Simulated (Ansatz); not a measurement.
Geometry optimisation, Ansatz 0.2.0, RKS B3LYP-D4/6-31G.

input.yaml

```yaml
crystal:
  periodic: [false, false, false]
  atoms:
    - { symbol: C, position_ang: [-0.1854, -1.9649, -0.9931] }
    - { symbol: Al, position_ang: [-0.511, -0.7424, 0.5728] }
    - { symbol: O, position_ang: [-1.864, -1.1155, 1.7714] }
    - { symbol: C, position_ang: [0.7285, 0.8667, 0.8268] }
    - { symbol: F, position_ang: [0.2793, 1.5131, 1.9638] }
    - { symbol: Si, position_ang: [0.475, 2.0139, -0.6367] }
    - { symbol: H, position_ang: [-1.1322, -1.9355, -1.6127] }
    - { symbol: H, position_ang: [0.0422, -2.9304, -0.6677] }
    - { symbol: H, position_ang: [0.6103, -1.5126, -1.5731] }
    - { symbol: H, position_ang: [-1.3907, -1.698, 2.479] }
    - { symbol: H, position_ang: [1.7014, 0.5322, 0.9402] }
    - { symbol: H, position_ang: [1.3547, 3.1828, -0.427] }
    - { symbol: H, position_ang: [-0.9742, 2.4571, -0.7711] }
    - { symbol: H, position_ang: [0.853, 1.3043, -1.8436] }
basis:
  gaussian: { orbitals: "6-31G" }
hamiltonian:
  xc: b3lyp
  dispersion: d4
relax:
  f_tol: 0.015
  max_steps: 40
output:
  orbitals: {}
```

Launched with:

```bash
$ ansatz run input.yaml --threads 1 --pin off --max-ram 2048MiB --backend cpu --events-out ev --progress --plain --runs-dir out
```

Question: Where does it end, and by what steps?

Answer: The run converged. Limits of this set-up: no polarisation functions. After 10 steps the energy has fallen by 1.098 eV; H10 moved furthest, 0.87 Å.

```csv
step,energy less start (eV),largest force component (eV/Å),accepted
0,0.0000,2.681,yes
1,-0.5632,1.971,yes
2,-0.7193,2.578,yes
3,-0.8617,1.663,yes
4,-1.0318,0.933,yes
5,-1.0857,0.188,yes
6,-1.0878,0.159,yes
7,-1.0947,0.232,yes
8,-1.0961,0.083,yes
9,-1.0975,0.025,yes
10,-1.0977,0.011,yes
```

```xyz
14
Properties=species:S:1:pos:R:3
C -0.209 -2.065 -1.042
Al -0.344 -0.908 0.536
O -1.515 -1.306 1.734
C 0.749 0.751 0.771
F 0.340 1.363 2.063
Si 0.455 2.104 -0.574
H -1.151 -2.053 -1.605
H -0.028 -3.105 -0.743
H 0.595 -1.755 -1.718
H -1.832 -0.951 2.571
H 1.826 0.545 0.853
H 1.167 3.378 -0.230
H -1.015 2.384 -0.686
H 0.948 1.589 -1.901
```

Whether the end is a true minimum wasn't checked by a vibrational analysis.

Run time: 65 s on 1 thread of Arm Neoverse V2, on a shared host, peak memory 0.19 GiB.
